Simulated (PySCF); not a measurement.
PySCF input (HF/def2-TZVPD):

```python
from pyscf import gto, scf, dft

mol = gto.M(
    atom='''
    Si   -0.02730288    0.00480694   -0.00595573
    F     0.46303818   -0.42756321   -1.46030499
    F    -0.73189936   -1.29156088    0.59115302
    N    -1.20639852    1.25836920    0.08264134
    N     1.33374268    0.52748557    0.83464489
    H    -1.64031848    1.57694542   -0.78312518
    H     1.27740678    1.04109160    1.69746330
    H     2.27349335    0.28579947    0.57040605
    ''',
    basis='def2-tzvpd',
    charge=0,
    spin=1,
    verbose=4,
)

mf = scf.UHF(mol).density_fit(auxbasis='def2-universal-jkfit')
mf.conv_tol = 1e-9
mf.max_cycle = 100
mf.max_memory = 1500
mf.kernel()
if not mf.converged:
    mf = mf.newton()
    mf.kernel(mf.make_rdm1())
for _ in range(2):
    mo, _, stable, _ = mf.stability(return_status=True)
    if stable:
        break
    mf.kernel(mf.make_rdm1(mo, mf.mo_occ))
mf.analyze()
```

End of the output:

```
Extra cycle  E= -598.779633770244  delta_E= -1.07e-10  |g|= 6.57e-06  |ddm|= 1.12e-05
converged SCF energy = -598.779633770244  <S^2> = 0.75909172  2S+1 = 2.0090711
uhf_internal: lowest eigs of H = [0.08729154 0.41588292 0.48478298]
<class 'pyscf.df.df_jk.DFUHF'> wavefunction is stable in the internal stability analysis
**** SCF Summaries ****
Total Energy =                        -598.779633770244345
Nuclear Repulsion Energy =             253.253209832952166
One-electron Energy =                -1335.146203862659377
Two-electron Energy =                  483.113360259462866
Two-electron Coulomb Energy =          538.220310610068282
DFT Exchange-Correlation Energy =      -55.106950350605416
HOMO-LUMO gap [eV] =                    13.326133532577638
**** MO energy ****
                             alpha | beta                alpha | beta
MO #1   energy= -68.8540888781316  | -68.8545677067384  occ= 1 | 1
MO #2   energy= -26.2961863369437  | -26.2963608524687  occ= 1 | 1
MO #3   energy= -26.2894654112296  | -26.2887996910862  occ= 1 | 1
MO #4   energy= -15.5993164608815  | -15.5695533441431  occ= 1 | 1
MO #5   energy= -15.5578801353977  | -15.5568712764689  occ= 1 | 1
MO #6   energy= -6.19230475192996  | -6.19301996447519  occ= 1 | 1
MO #7   energy= -4.3017128384488   | -4.30217314763815  occ= 1 | 1
MO #8   energy= -4.30086707549327  | -4.30139417990209  occ= 1 | 1
MO #9   energy= -4.30000701607314  | -4.30090633535481  occ= 1 | 1
MO #10  energy= -1.60564876618793  | -1.6053093439666   occ= 1 | 1
MO #11  energy= -1.58499845434916  | -1.58395497639725  occ= 1 | 1
MO #12  energy= -1.18109683484178  | -1.16185816403864  occ= 1 | 1
MO #13  energy= -1.15202709704815  | -1.04773147195548  occ= 1 | 1
MO #14  energy= -0.791296749290055 | -0.788095587617839 occ= 1 | 1
MO #15  energy= -0.725024416110971 | -0.722423872482761 occ= 1 | 1
MO #16  energy= -0.706750396984479 | -0.702939645213965 occ= 1 | 1
MO #17  energy= -0.698319056462431 | -0.697147780451503 occ= 1 | 1
MO #18  energy= -0.681362028250912 | -0.676271543172551 occ= 1 | 1
MO #19  energy= -0.663342980649358 | -0.659959770268907 occ= 1 | 1
MO #20  energy= -0.645109243381035 | -0.64123637293575  occ= 1 | 1
MO #21  energy= -0.642354327472188 | -0.636945482394422 occ= 1 | 1
MO #22  energy= -0.603443369980395 | -0.588017215757362 occ= 1 | 1
MO #23  energy= -0.53725417910271  | -0.45683508022793  occ= 1 | 1
MO #24  energy= -0.496050723452899 | -0.439398329637651 occ= 1 | 1
MO #25  energy= -0.441824046083686 | 0.0503280489739752 occ= 1 | 0
MO #26  energy= 0.0593653130920191 | 0.0606544905944317 occ= 0 | 0
MO #27  energy= 0.0918616254991445 | 0.0957252668568245 occ= 0 | 0
MO #28  energy= 0.110754925000974  | 0.112497040862424  occ= 0 | 0
MO #29  energy= 0.114838947931855  | 0.120653003735909  occ= 0 | 0
MO #30  energy= 0.136530307370237  | 0.138979864846477  occ= 0 | 0
MO #31  energy= 0.141031244457981  | 0.145860281440022  occ= 0 | 0
MO #32  energy= 0.152673876230542  | 0.153841360957875  occ= 0 | 0
MO #33  energy= 0.162411709336538  | 0.170712233085765  occ= 0 | 0
MO #34  energy= 0.179209475451865  | 0.180345300405064  occ= 0 | 0
MO #35  energy= 0.193347285276749  | 0.194294322812617  occ= 0 | 0
MO #36  energy= 0.206232362401202  | 0.207397771254126  occ= 0 | 0
MO #37  energy= 0.212325667112932  | 0.213832573095739  occ= 0 | 0
MO #38  energy= 0.215368252648494  | 0.216929191330759  occ= 0 | 0
MO #39  energy= 0.221331332209455  | 0.222787032300725  occ= 0 | 0
MO #40  energy= 0.234598726078454  | 0.236785687849989  occ= 0 | 0
MO #41  energy= 0.244906414774758  | 0.250000612756298  occ= 0 | 0
MO #42  energy= 0.248593654548787  | 0.253666501875032  occ= 0 | 0
MO #43  energy= 0.267469413558419  | 0.270998179618403  occ= 0 | 0
MO #44  energy= 0.277101408180832  | 0.28281134474577   occ= 0 | 0
MO #45  energy= 0.286721302627889  | 0.29708732035278   occ= 0 | 0
MO #46  energy= 0.316451677206917  | 0.321361352664296  occ= 0 | 0
MO #47  energy= 0.330563963417541  | 0.332008156520098  occ= 0 | 0
MO #48  energy= 0.340873293261451  | 0.347481420131962  occ= 0 | 0
MO #49  energy= 0.35027139132555   | 0.352819664922555  occ= 0 | 0
MO #50  energy= 0.354856334572451  | 0.36058687256881   occ= 0 | 0
MO #51  energy= 0.362763032604153  | 0.367293703844252  occ= 0 | 0
MO #52  energy= 0.374398451031312  | 0.377086887575823  occ= 0 | 0
MO #53  energy= 0.382852027754241  | 0.386519582951576  occ= 0 | 0
MO #54  energy= 0.393656672741099  | 0.395723540855043  occ= 0 | 0
MO #55  energy= 0.401209224264581  | 0.404701428602724  occ= 0 | 0
MO #56  energy= 0.429266150126759  | 0.430866574313705  occ= 0 | 0
MO #57  energy= 0.438695817606211  | 0.448981919135112  occ= 0 | 0
MO #58  energy= 0.447728614178691  | 0.45178929029909   occ= 0 | 0
MO #59  energy= 0.455777892930955  | 0.463201665098382  occ= 0 | 0
MO #60  energy= 0.477524039259075  | 0.480783328658092  occ= 0 | 0
MO #61  energy= 0.484715781604778  | 0.49335120574816   occ= 0 | 0
MO #62  energy= 0.5051595394858    | 0.506850416636905  occ= 0 | 0
MO #63  energy= 0.528828160664236  | 0.533315267343228  occ= 0 | 0
MO #64  energy= 0.530620810537137  | 0.537808267598516  occ= 0 | 0
MO #65  energy= 0.550485170050123  | 0.556550519886242  occ= 0 | 0
MO #66  energy= 0.573560828583646  | 0.582168661292863  occ= 0 | 0
MO #67  energy= 0.587864927852746  | 0.5923947603283    occ= 0 | 0
MO #68  energy= 0.618800956016915  | 0.622770789302028  occ= 0 | 0
MO #69  energy= 0.623199990337874  | 0.627151759879397  occ= 0 | 0
MO #70  energy= 0.673743351812158  | 0.675583329435911  occ= 0 | 0
MO #71  energy= 0.679239855176912  | 0.681100234753258  occ= 0 | 0
MO #72  energy= 0.693643479605372  | 0.70097582525787   occ= 0 | 0
MO #73  energy= 0.698304558112028  | 0.712381339624769  occ= 0 | 0
MO #74  energy= 0.713911628550106  | 0.72337234234117   occ= 0 | 0
MO #75  energy= 0.72387576365695   | 0.732633372171889  occ= 0 | 0
MO #76  energy= 0.758025885437981  | 0.761207172836926  occ= 0 | 0
MO #77  energy= 0.764451920653689  | 0.771353475621353  occ= 0 | 0
MO #78  energy= 0.771173425236945  | 0.772669612616541  occ= 0 | 0
MO #79  energy= 0.776552925158802  | 0.777907793014663  occ= 0 | 0
MO #80  energy= 0.794252043628777  | 0.797402737766971  occ= 0 | 0
MO #81  energy= 0.806333702704811  | 0.810425206547886  occ= 0 | 0
MO #82  energy= 0.814716851950295  | 0.824320155432509  occ= 0 | 0
MO #83  energy= 0.832580835612082  | 0.835299860834276  occ= 0 | 0
MO #84  energy= 0.853028406642315  | 0.857595031614681  occ= 0 | 0
MO #85  energy= 0.861424737164694  | 0.875615857979439  occ= 0 | 0
MO #86  energy= 0.873878204309737  | 0.881295014404218  occ= 0 | 0
MO #87  energy= 0.891312041710813  | 0.89884267714276   occ= 0 | 0
MO #88  energy= 0.906414925551234  | 0.916682453270037  occ= 0 | 0
MO #89  energy= 0.932241769142798  | 0.936697952375212  occ= 0 | 0
MO #90  energy= 0.939953330934566  | 0.943860810319308  occ= 0 | 0
MO #91  energy= 0.989811334916133  | 0.994262128305281  occ= 0 | 0
MO #92  energy= 0.997416275955475  | 1.00396326931212   occ= 0 | 0
MO #93  energy= 1.02184577854942   | 1.02625290164869   occ= 0 | 0
MO #94  energy= 1.03936564889308   | 1.04872811096544   occ= 0 | 0
MO #95  energy= 1.08314146770382   | 1.08437179168618   occ= 0 | 0
MO #96  energy= 1.08811459683835   | 1.09176829219559   occ= 0 | 0
MO #97  energy= 1.09477129973944   | 1.0997766976948    occ= 0 | 0
MO #98  energy= 1.19487273668713   | 1.19661661252859   occ= 0 | 0
MO #99  energy= 1.23563213330519   | 1.2385248634318    occ= 0 | 0
MO #100 energy= 1.26040153684257   | 1.26209343045901   occ= 0 | 0
MO #101 energy= 1.27035945120044   | 1.27338282608798   occ= 0 | 0
MO #102 energy= 1.28604731457336   | 1.28777732652445   occ= 0 | 0
MO #103 energy= 1.31183038653266   | 1.31261405400633   occ= 0 | 0
MO #104 energy= 1.3419396877915    | 1.34442946657481   occ= 0 | 0
[...]
```

It need not be the lowest isomer of its formula.
